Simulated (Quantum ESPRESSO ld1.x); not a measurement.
Question: These are the eigenvalues of the occupied orbitals of an atom or ion with whole-number occupations (eV). Calculated with ld1.x of Quantum ESPRESSO 7.5: Dirac Kohn-Sham, relativistic LDA (MacDonald-Vosko exchange, VWN5 correlation), spin-unpolarised, spherical densities, point nucleus.

orbital  eigenvalue
1s1/2      -68932.3
2s1/2      -11915.9
2p1/2      -11404.9
2p3/2      -10069.2
3s1/2      -2755.85
3p1/2      -2526.60
3p3/2      -2237.51
3d3/2      -1849.30
3d5/2      -1786.08
4s1/2      -578.688
4p1/2      -483.357
4p3/2      -416.100
4d3/2      -258.854
4d5/2      -246.399
5s1/2      -92.5829
5p1/2      -64.1125
5p3/2      -54.1891
4f5/2      -48.7851
4f7/2      -46.5424
5d3/2      -17.7213
6s1/2      -16.0450
6d3/2       -4.0519

Which element is it, and in what charge state? The configuration may be excited. Open shells, if any, fill j = l - 1/2 first.

Answer: Z = 74, tungsten, charge +1: W+ in [Xe] 4f14 5d3 6s1 6d1. The list shows which subshells hold electrons but not how many an open one holds; the 1s level, -2533.2 hartree, gives Z - s = 71.2 by -(Z - s)^2/2, which with screening and relativity narrows Z to a few neighbours, and the depths of the outer levels then fix element, charge and occupations together.
